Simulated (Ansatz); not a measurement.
A single point on AlClGaH5OSi, SMILES `[SiH3][O][Al]([Cl])[GaH2]`.

```yaml
crystal:
  periodic: [false, false, false]
  atoms:
    - {symbol: Si, position_ang: [1.142280, -1.528190, 1.394421]}
    - {symbol: O, position_ang: [0.335884, -0.522416, 0.396400]}
    - {symbol: Al, position_ang: [-0.606440, 0.028326, -0.881470]}
    - {symbol: Cl, position_ang: [-1.346389, -1.416794, -2.224825]}
    - {symbol: Ga, position_ang: [-1.122632, 2.452207, -1.198596]}
    - {symbol: H, position_ang: [2.252685, -2.196009, 0.665376]}
    - {symbol: H, position_ang: [0.225469, -2.566136, 1.935554]}
    - {symbol: H, position_ang: [1.707653, -0.747022, 2.525638]}
    - {symbol: H, position_ang: [-2.400658, 3.110459, -0.559056]}
    - {symbol: H, position_ang: [-0.187820, 3.385574, -2.053432]}
basis:
  gaussian: {orbitals: def2-QZVPP}
correlation: {method: mp2}
```

```sh
$ ansatz run in.yaml --threads 4 --pin off --events-out ev --progress --plain
```

Output, abridged:

```
Functional definition: HF
3057 factors; integrals over basis functions are off by at most 7.9e-4 eV
mean field evaluation 1: about -81403.2223 eV, gradient 4.6e1 eV
mean field evaluation 2: about -81403.3399 eV, gradient 4.6e1 eV
mean field evaluation 4: about -81408.0064 eV, gradient 4.1e0 eV
mean field evaluation 8: about -81408.0905 eV, gradient 3.3e-1 eV
mean field -81408.09107937 eV, -2991.6921667807 hartree, gradient 8.1e-6 eV, S^2 0.000000; 0 other end points of the search recorded, 0 dependent functions left out
25 core orbitals not correlated: weight in the atoms' cores, before any rotation towards them, 1.000 or more for the frozen orbitals, at most 0.000 for the correlated occupied ones
reference -81408.09107937 eV, -2991.6921667807 hartree; 19, 19 occupied and 462, 462 virtual orbitals, 3057 factors
second order -31.15277704 eV of doubles, -0.00000000 eV of singles
Total energy: -81439.24385641 eV, -2992.8370102210 hartree
```

Hardware: 4 threads of a server CPU on a shared host. Wall time 34 s, peak host memory 3.2 GiB.
